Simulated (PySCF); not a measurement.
ethynylcyclopropane (C5H6), SMILES C#CC1CC1. Atoms are numbered in the order given.

```xyz
11

C      2.2808     0.1827     0.0000
C      1.1189    -0.1647     0.0000
C     -0.2622    -0.5755     0.0000
C     -1.3038     0.2396     0.7492
C     -1.3038     0.2396    -0.7492
H      3.3094     0.4886     0.0000
H     -0.4117    -1.6610     0.0000
H     -0.9526     1.1362     1.2655
H     -2.0858    -0.3146     1.2749
H     -2.0858    -0.3146    -1.2749
H     -0.9526     1.1362    -1.2655
```
Charge 0, spin multiplicity 1.

The structure is a stationary point at B3LYP-D3(BJ)/def2-SVP.

Level of theory: TDA-CAM-B3LYP/def2-SVPD (PySCF).

Vertical excitations.  State labels are in the subgroup Cs.

| state | symmetry | energy (eV) | λ (nm) | f | main pairs |
|---|---|---|---|---|---|
| S1 | A" | 6.16 | 201 | 0.001 | HOMO→LUMO 35 %, HOMO→LUMO+5 28 %, HOMO→LUMO+1 21 %, HOMO→LUMO+6 5 % |
| S2 | A' | 6.57 | 189 | 0.016 | HOMO→LUMO+2 30 %, HOMO→LUMO+4 21 %, HOMO−1→LUMO 16 %, HOMO−1→LUMO+5 15 % |
| S3 | A" | 6.73 | 184 | 0.002 | HOMO−1→LUMO+2 51 %, HOMO−1→LUMO+4 37 % |
| S4 | A" | 7.20 | 172 | 0.045 | HOMO→LUMO+1 47 %, HOMO→LUMO 45 % |
| S5 | A' | 7.65 | 162 | 0.057 | HOMO−1→LUMO 50 %, HOMO−1→LUMO+1 42 % |
| S6 | A" | 7.87 | 158 | 0.009 | HOMO→LUMO+5 40 %, HOMO→LUMO+3 27 %, HOMO→LUMO+1 20 % |
| S7 | A" | 8.02 | 155 | 0.003 | HOMO→LUMO+3 64 %, HOMO→LUMO+5 12 % |
| S8 | A' | 8.15 | 152 | 0.046 | HOMO→LUMO+2 47 %, HOMO→LUMO+4 37 % |
| S9 | A' | 8.31 | 149 | 0.063 | HOMO−1→LUMO+1 28 %, HOMO−1→LUMO+5 23 %, HOMO→LUMO+4 14 %, HOMO−1→LUMO 12 % |
| S10 | A" | 8.39 | 148 | 0.000 | HOMO→LUMO+6 80 % |
| T1 | A' | 5.20 | 238 | 0 | HOMO→LUMO+2 30 %, HOMO→LUMO+4 25 %, HOMO−1→LUMO+5 13 %, HOMO−1→LUMO 8 % |
| T2 | A" | 5.62 | 220 | 0 | HOMO→LUMO+5 26 %, HOMO→LUMO 23 %, HOMO→LUMO+1 17 %, HOMO−1→LUMO+2 10 % |
| T3 | A' | 5.70 | 217 | 0 | HOMO−1→LUMO+5 22 %, HOMO→LUMO+2 19 %, HOMO−1→LUMO 15 %, HOMO→LUMO+4 15 % |
| T4 | A" | 6.40 | 194 | 0 | HOMO−1→LUMO+2 40 %, HOMO−1→LUMO+4 32 %, HOMO→LUMO 10 % |
Triplets are in the Tamm–Dancoff approximation.
